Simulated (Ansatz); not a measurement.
Reaction (formal exchange of groups at a B–C bond): `[SiH3]NCBCl` + `COCS` → `SCOBCl` + `CCN[SiH3]`

Program: Ansatz. Geometries: PBE0-D4/def2-TZVP. ΔE: electronic, gas phase. CBS: MP2 limit from def2 TZ/QZ plus the TZ coupled-cluster correction, frozen cores. This one scheme is used for every species. DFT in def2-TZVPP. One conformer a species, not always the lowest.

`[SiH3]NCBCl`:

```xyz
12

Si    0.822   -1.553   -0.136
N    -0.430   -0.526   -0.723
C    -0.439    0.899   -0.440
B    -0.564    1.273    1.068
Cl   -0.198    2.908    1.570
H     0.972   -1.294    1.321
H     0.425   -2.960   -0.395
H     2.163   -1.325   -0.756
H    -0.800   -0.752   -1.634
H    -1.361    1.346   -0.854
H     0.374    1.461   -0.926
H    -0.963    0.524    1.904
```

`COCS`:

Cartesian coordinates in Å:
```
C -0.498 -0.327 -1.266
O -0.291 -0.845 0.026
C 0.650 -0.148 0.767
S 0.160 1.529 1.289
H 0.432 -0.341 -1.850
H -0.877 0.700 -1.226
H -1.235 -0.966 -1.752
H 0.865 -0.744 1.652
H 1.581 0.006 0.204
H -0.787 1.134 2.155
```

`SCOBCl`:

```xyz
9

S    -1.574   -1.318    0.241
C    -0.858    0.290   -0.132
O     0.489    0.225   -0.551
B     1.487    0.299    0.342
Cl    3.130    0.156   -0.244
H    -1.589   -1.771   -1.023
H    -1.419    0.775   -0.929
H    -0.958    0.872    0.787
H     1.293    0.473    1.508
```

`CCN[SiH3]`:

Cartesian coordinates in Å:
```
C -1.031 1.638 0.340
C -0.695 0.311 -0.313
N 0.287 -0.435 0.449
Si 1.403 -1.531 -0.254
H -0.134 2.251 0.449
H -1.765 2.190 -0.251
H -1.456 1.482 1.336
H -0.277 0.493 -1.310
H -1.619 -0.264 -0.470
H 0.016 -0.585 1.409
H 2.323 -1.981 0.823
H 2.150 -0.823 -1.328
H 0.799 -2.747 -0.881
```

```csv
level,ΔE (kJ/mol)
PBE0-D4,-179.4
ωB97X-V,-180.3
B2PLYP,-187.8
HF/def2-TZVPP,-191.0
HF/def2-QZVPP,-191.6
MP2/def2-QZVPP,-190.3
SCS-MP2/def2-QZVPP,-189.2
HF/CBS(def2),-191.7
```

What does CCSD(T)/CBS give? (Estimate.)

Computed: -185.3 kJ/mol. The listed levels differ from it by 5.9, 5.0, -2.5, -5.7, -6.3, -5.0, -3.9, -6.4 kJ/mol.

Largest T1 diagnostic among the species: 0.013.

From PBE to PBE0 (25 % exact exchange), in def2-TZVPP and without D4, ΔE moves by −3.5 kJ/mol.
